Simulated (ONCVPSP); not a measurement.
**Zr: variants of one ONCV potential**

Base potential:

* Element: zirconium
* Generator: ONCVPSP 4.0.1
* Type: optimised norm-conserving Vanderbilt (ONCV)
* Functional: PBE
* Relativity: scalar-relativistic
* Frozen core: [Ar] 3d10
* Valence charge: 12
* Reference configuration: 4s2 4p6 4d2 5s1.75 5p0.25
* Partial waves: 4s+5s: rc 2.00 bohr, ncon 4, nbas 7, qcut 4.6 1/bohr, 2 projectors; 4p+5p: rc 2.40 bohr, ncon 4, nbas 8, qcut 5.3 1/bohr, 2 projectors; 4d: rc 1.90 bohr, ncon 3, nbas 6, qcut 5.9 1/bohr, 2 projectors, debl 1.3 Ha
* Local potential: polynomial inside 1.30 bohr (lpopt 5, dvloc0 6 Ha)
* Core correction: polynomial model core, fcfact 0.35

All-electron outer shells of the reference configuration (PBE, scalar-relativistic, ld1.x):

```tsv
shell	level (eV)	outermost node (bohr)	outermost maximum (bohr)
3p	-317.98	0.18	0.40
3d	-175.03	–	0.35
4s	-54.83	0.55	1.08
4p	-32.78	0.56	1.17
5s	-4.63	1.47	3.15
4d	-3.87	0.58	1.59
5p	-1.63	1.70	4.10
```

Cutoffs, loose and tight: the cutoffs (Ha) at which the residual kinetic energy of the hardest occupied pseudo-wave falls to 1 and 0.1 mHa per electron. They do not see the model core or the augmentation charge, which bear on the density cutoff. Test errors are all-electron minus pseudo excitation energies from the reference, over the configurations 4s2 4p6 4d2 5s2 5p0; 4s2 4p6 4d2 5s1 5p0; 4s2 4p6 4d2 5s0 5p0; 4s2 4p6 4d0 5s0 5p0. A dash means not determined; rows that change the core or the reference have their own tests. The largest error is taken over the tests solved by every variant that gives reliable tests at all: 4s2 4p6 4d2 5s0 5p0; 4s2 4p6 4d2 5s1 5p0; 4s2 4p6 4d2 5s2 5p0.

A true bound ghost makes a file unfit for plane-wave use even where its test errors are small: the radial tests pick states by their node count and pass the ghost by.

| change | outcome | cutoff, loose | cutoff, tight | bound ghosts | GHOST(+) flags above zero | largest test error (meV) |
| --- | --- | --- | --- | --- | --- | --- |
| base | generated | 13 Ha | 24 Ha | none | none | -9.2 |
| s: qcut 2.9; p: qcut 3.4; d: qcut 3.7 | generated | 34 Ha | 56 Ha | p | none | -16 |
| s: qcut 4.3; p: qcut 5; d: qcut 5.6 | generated | 13 Ha | 27 Ha | none | none | -10 |
| s: qcut 6.1; p: qcut 7; d: qcut 7.8 | generated | 16 Ha | 20 Ha | none | none | -6.4 |
| s: qcut 6.7; p: qcut 7.8; d: qcut 8.6 | generated | 16 Ha | 20 Ha | none | none | -6.0 |

**Question.** What comes out with this change to the base: s: qcut 5; p: qcut 5.8; d: qcut 6.4?

**Answer.** outcome: generated; cutoff, loose: 14 Ha; cutoff, tight: 17 Ha; bound ghosts: none; GHOST(+) flags above zero: none; largest test error (meV): -8.2.

**Question.** What comes out with this change to the base: s: qcut 5.6; p: qcut 6.4; d: qcut 7.2?

**Answer.** outcome: generated; cutoff, loose: 15 Ha; cutoff, tight: 19 Ha; bound ghosts: none; GHOST(+) flags above zero: none; largest test error (meV): -7.2.

**Question.** What comes out with this change to the base: s: qcut 3.5; p: qcut 4; d: qcut 4.5?

**Answer.** outcome: generated; cutoff, loose: 20 Ha; cutoff, tight: 39 Ha; bound ghosts: none; GHOST(+) flags above zero: p; largest test error (meV): -13.
